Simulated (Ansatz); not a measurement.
`C[CH2][InH][CH](C)C` and `C[CH2][In]([NH2])[CH](C)C` differ in one atom or group.

Ansatz, PBE0-D4/def2-TZVP geometries, multiplicity 1. Each molecule was computed in one conformer, which needn't be the lowest.

Elements past krypton have def2 core potentials.

| property | `C[CH2][InH][CH](C)C` |
| --- | --- |
| HOMO energy (ωB97M-V/def2-TZVPP) / eV | -8.53 |
| HOMO–LUMO gap (ωB97M-V/def2-TZVPP) / eV | 8.62 |
| LUMO energy (ωB97M-V/def2-TZVPP) / eV | 0.09 |
| LUMO energy (PBE0/def2-TZVPP) / eV | -1.27 |
| HOMO energy (PBE/def2-TZVPP) / eV | -5.33 |
| HOMO energy (B3LYP/def2-TZVPP) / eV | -6.22 |

(1) Give the same properties after the change, and the shifts. (Best estimate.)

## Answers

(1) Computed: 
| property | `C[CH2][In]([NH2])[CH](C)C` | shift |
| --- | --- | --- |
| HOMO energy (ωB97M-V/def2-TZVPP) / eV | -8.57 | -0.04 |
| HOMO–LUMO gap (ωB97M-V/def2-TZVPP) / eV | 9.42 | 0.80 |
| LUMO energy (ωB97M-V/def2-TZVPP) / eV | 0.84 | 0.75 |
| LUMO energy (PBE0/def2-TZVPP) / eV | -0.45 | 0.82 |
| HOMO energy (PBE/def2-TZVPP) / eV | -5.21 | 0.12 |
| HOMO energy (B3LYP/def2-TZVPP) / eV | -6.26 | -0.04 |

With PBE0 the HOMO falls by 0.05 eV and the LUMO rises by 0.82 eV, so the gap widens by about 0.87 eV. PBE moves the HOMO by 0.12 eV and ωB97M-V by -0.04 eV.

B3LYP here is the variant with VWN-RPA as its local correlation; programs differ in this.
